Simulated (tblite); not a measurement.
Parent: `[CH3:1][CH2:2][CH2:3][SiH2:4][SiH2:5][C:6]#[N:7]` with C1–C2–C3–Si4 180°, C2–C3–Si4–Si5 180°, C3–Si4–Si5–C6 -56°, C4H11NSi2.

The geometries are computed with GFN2-xTB (gas phase). One conformer each, not checked by frequencies here.

```csv
coordinate of the parent,value
C1–C2,1.525 Å
C2–C3,1.526 Å
C3–Si4,1.903 Å
Si4–Si5,2.317 Å
Si5–C6,1.868 Å
C6≡N7,1.146 Å
C1–C2–C3,111.9°
C2–C3–Si4,113.3°
C3–Si4–Si5,109.9°
Si4–Si5–C6,108.9°
Si5–C6–N7,177.7°
```

Question: How does the shared frame change in `[N:1]#[C:2][SiH2:3][SiH2:4][CH2:5][CH2:6][CH2:7][NH2:8]` with C2–Si3–Si4–C5 65°, Si3–Si4–C5–C6 -62°, Si4–C5–C6–C7 178°, C5–C6–C7–N8 173°, C6–C7–N8–H 179° and 59°, C4H12N2Si2? Atoms pair as C1 = C7, C2 = C6, C3 = C5, Si4 = Si4, Si5 = Si3, C6 = C2, N7 = N1 (parent first).

Answer: 
| parent | relative | value in the relative | change |
| --- | --- | --- | --- |
| C1–C2 | C7–C6 | 1.528 Å | +0.003 |
| C2–C3 | C6–C5 | 1.525 Å | -0.001 |
| C3–Si4 | C5–Si4 | 1.904 Å | +0.001 |
| Si4–Si5 | Si4–Si3 | 2.320 Å | +0.003 |
| Si5–C6 | Si3–C2 | 1.869 Å | +0.001 |
| C6≡N7 | C2≡N1 | 1.146 Å | 0.000 |
| C1–C2–C3 | C7–C6–C5 | 112.1° | +0.2 |
| C2–C3–Si4 | C6–C5–Si4 | 112.7° | -0.6 |
| C3–Si4–Si5 | C5–Si4–Si3 | 110.4° | +0.5 |
| Si4–Si5–C6 | Si4–Si3–C2 | 109.7° | +0.8 |
| Si5–C6–N7 | Si3–C2–N1 | 178.3° | +0.6 |

No shared bond changes by more than 0.004 Å. Bonds of the relative outside the shared frame: C7–N8 1.453 Å. Point group C1 → C1.

Question: How does the shared frame change in `[CH3:1][CH2:2][CH2:3][CH2:4][SiH2:5][SiH2:6][C:7]#[N:8]` with C1–C2–C3–C4 180°, C2–C3–C4–Si5 178°, C3–C4–Si5–Si6 64°, C4–Si5–Si6–C7 86°, C5H13NSi2? Atoms pair as C1 = C2, C2 = C3, C3 = C4, Si4 = Si5, Si5 = Si6, C6 = C7, N7 = N8 (parent first).

Answer: 
```
    parent    relative  value in the relative  change
     C1–C2       C2–C3                1.528 Å  +0.003
     C2–C3       C3–C4                1.526 Å   0.000
    C3–Si4      C4–Si5                1.905 Å  +0.002
   Si4–Si5     Si5–Si6                2.319 Å  +0.002
    Si5–C6      Si6–C7                1.868 Å   0.000
     C6≡N7       C7≡N8                1.146 Å   0.000
  C1–C2–C3    C2–C3–C4                 112.2°    +0.3
 C2–C3–Si4   C3–C4–Si5                 113.2°    -0.1
C3–Si4–Si5  C4–Si5–Si6                 111.1°    +1.2
Si4–Si5–C6  Si5–Si6–C7                 108.6°    -0.3
 Si5–C6–N7   Si6–C7–N8                 178.0°    +0.3
```

No shared bond changes by more than 0.004 Å. Bonds of the relative outside the shared frame: C1–C2 1.524 Å. Point group C1 → C1.

Question: How does the shared frame change in `[N:1]#[C:2][SiH2:3][SiH2:4][CH2:5][CH2:6][CH2:7][F:8]` with C2–Si3–Si4–C5 -9°, Si3–Si4–C5–C6 -85°, Si4–C5–C6–C7 64°, C5–C6–C7–F8 -68°, C4H10FNSi2? Atoms pair as C1 = C7, C2 = C6, C3 = C5, Si4 = Si4, Si5 = Si3, C6 = C2, N7 = N1 (parent first).

Answer: 
```json
{"parent": "C1–C2", "relative": "C7–C6", "value in the relative": "1.519 Å", "change": "-0.006"}
{"parent": "C2–C3", "relative": "C6–C5", "value in the relative": "1.527 Å", "change": "+0.001"}
{"parent": "C3–Si4", "relative": "C5–Si4", "value in the relative": "1.916 Å", "change": "+0.013"}
{"parent": "Si4–Si5", "relative": "Si4–Si3", "value in the relative": "2.320 Å", "change": "+0.003"}
{"parent": "Si5–C6", "relative": "Si3–C2", "value in the relative": "1.870 Å", "change": "+0.002"}
{"parent": "C6≡N7", "relative": "C2≡N1", "value in the relative": "1.147 Å", "change": "+0.001"}
{"parent": "C1–C2–C3", "relative": "C7–C6–C5", "value in the relative": "113.0°", "change": "+1.1"}
{"parent": "C2–C3–Si4", "relative": "C6–C5–Si4", "value in the relative": "114.7°", "change": "+1.4"}
{"parent": "C3–Si4–Si5", "relative": "C5–Si4–Si3", "value in the relative": "112.6°", "change": "+2.7"}
{"parent": "Si4–Si5–C6", "relative": "Si4–Si3–C2", "value in the relative": "106.9°", "change": "-2.0"}
{"parent": "Si5–C6–N7", "relative": "Si3–C2–N1", "value in the relative": "175.2°", "change": "-2.5"}
```

Of the parent's bonds, C3–Si4 changes most (+0.013 Å). Bonds of the relative outside the shared frame: C7–F8 1.382 Å. Point group C1 → C1.

Question: How does the shared frame change in `[N:1]#[C:2][SiH2:3][SiH2:4][CH2:5][CH2:6][CH2:7][SH:8]` with C2–Si3–Si4–C5 -57°, Si3–Si4–C5–C6 178°, Si4–C5–C6–C7 177°, C5–C6–C7–S8 -63°, C6–C7–S8–H -63°, C4H11NSSi2? Atoms pair as C1 = C7, C2 = C6, C3 = C5, Si4 = Si4, Si5 = Si3, C6 = C2, N7 = N1 (parent first).

Answer: 
```tsv
parent	relative	value in the relative	change
C1–C2	C7–C6	1.522 Å	-0.003
C2–C3	C6–C5	1.524 Å	-0.002
C3–Si4	C5–Si4	1.904 Å	+0.001
Si4–Si5	Si4–Si3	2.316 Å	-0.001
Si5–C6	Si3–C2	1.868 Å	0.000
C6≡N7	C2≡N1	1.146 Å	0.000
C1–C2–C3	C7–C6–C5	112.4°	+0.5
C2–C3–Si4	C6–C5–Si4	113.1°	-0.2
C3–Si4–Si5	C5–Si4–Si3	109.7°	-0.2
Si4–Si5–C6	Si4–Si3–C2	108.3°	-0.6
Si5–C6–N7	Si3–C2–N1	177.8°	+0.1
```

No shared bond changes by more than 0.004 Å. Bonds of the relative outside the shared frame: C7–S8 1.828 Å. Point group C1 → C1.
